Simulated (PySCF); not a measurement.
C3H7, SMILES [CH2]CC, multiplicity 2.

Geometry: TPSSh-D3(BJ)/def2-TZVP. The isomer is the one that the SMILES or the coordinates give; other isomers of the formula were not compared.

Level of theory: TDA-ωB97X/def2-SVPD (PySCF).

Vertical excitations. Gas-phase values at a fixed geometry.

Computed lowest excited states:
```
state    energy (eV)  λ (nm)      f                                                                   main pairs
-------  -----------  ------  -----  ---------------------------------------------------------------------------
root 1          5.97     208  0.015                                         α HOMO→LUMO 73 %, α HOMO→LUMO+1 22 %
root 2          6.28     197  0.001                                         β HOMO→LUMO 61 %, β HOMO−2→LUMO 21 %
root 3          6.47     192  0.000                                       β HOMO−1→LUMO 71 %, β HOMO−3→LUMO 11 %
root 4          6.95     179  0.012                      α HOMO→LUMO+2 44 %, α HOMO→LUMO+1 37 %, α HOMO→LUMO 8 %
root 5          7.41     167  0.002  α HOMO→LUMO+2 36 %, α HOMO→LUMO+1 24 %, α HOMO→LUMO+3 10 %, α HOMO→LUMO 9 %
root 6          7.61     163  0.031                                         β HOMO−2→LUMO 59 %, β HOMO→LUMO 26 %
root 7          7.91     157  0.018                                                           α HOMO→LUMO+3 69 %
root 8          8.12     153  0.013                                                           α HOMO→LUMO+5 73 %
root 9          8.45     147  0.007                                       β HOMO−3→LUMO 59 %, β HOMO−5→LUMO 10 %
root 10         8.54     145  0.030                                                           α HOMO→LUMO+4 53 %
```
Unrestricted roots are not spin-pure.
